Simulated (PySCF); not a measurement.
C3H3BF2, SMILES C#CB(F)CF.

Geometry optimised at B3LYP-D3(BJ)/def2-SVP. This is a generated structure with no PubChem entry under its InChIKey; it may be hypothetical. The values are those of a single conformer.

The numbers are results of B3LYP-D3(BJ)/def2-SVP run with PySCF, not measurements.

No scaling factor is applied to the harmonic values.

Computed harmonic wavenumbers and intensities:
| mode | ν (cm⁻¹) | IR (km/mol) | Raman (Å⁴/amu) | depolarisation | moving atoms (share of kinetic energy) |
|---|---|---|---|---|---|
| 1 | 78 | 8.4 | 0.1 | 0.75 | H 38 %, F 31 %, C 31 % |
| 2 | 116 | 2.8 | 4.6 | 0.75 | F 45 %, C 41 %, H 11 % |
| 3 | 219 | 1.4 | 8.5 | 0.75 | C 62 %, H 17 %, B 12 %, F 9 % |
| 4 | 252 | 7.5 | 4.0 | 0.72 | C 48 %, F 37 %, H 9 % |
| 5 | 406 | 2.1 | 1.9 | 0.63 | F 64 %, C 30 % |
| 6 | 458 | 14.0 | 1.1 | 0.75 | H 38 %, B 34 %, C 23 % |
| 7 | 550 | 18.3 | 3.4 | 0.43 | C 51 %, F 35 %, B 8 % |
| 8 | 655 | 8.0 | 6.1 | 0.13 | C 68 %, F 15 %, H 14 % |
| 9 | 714 | 33.7 | 1.3 | 0.75 | H 74 %, C 26 % |
| 10 | 790 | 22.9 | 1.7 | 0.75 | H 74 %, C 26 % |
| 11 | 851 | 23.7 | 0.1 | 0.75 | B 38 %, H 32 %, C 27 % |
| 12 | 1088 | 110.9 | 3.0 | 0.66 | C 48 %, F 34 %, B 14 % |
| 13 | 1183 | 142.8 | 4.7 | 0.75 | B 52 %, H 31 %, C 10 % |
| 14 | 1243 | 2.5 | 10.4 | 0.75 | H 92 % |
| 15 | 1298 | 260.7 | 1.7 | 0.58 | B 49 %, H 18 %, C 17 %, F 17 % |
| 16 | 1400 | 77.3 | 6.5 | 0.65 | H 41 %, B 31 %, C 21 % |
| 17 | 1433 | 6.9 | 18.2 | 0.56 | H 85 %, C 10 % |
| 18 | 2181 | 133.5 | 134.2 | 0.26 | C 89 %, H 9 % |
| 19 | 2991 | 19.0 | 184.7 | 0.08 | H 95 % |
| 20 | 3029 | 18.5 | 108.7 | 0.75 | H 91 %, C 9 % |
| 21 | 3457 | 40.6 | 39.7 | 0.24 | H 86 %, C 14 % |
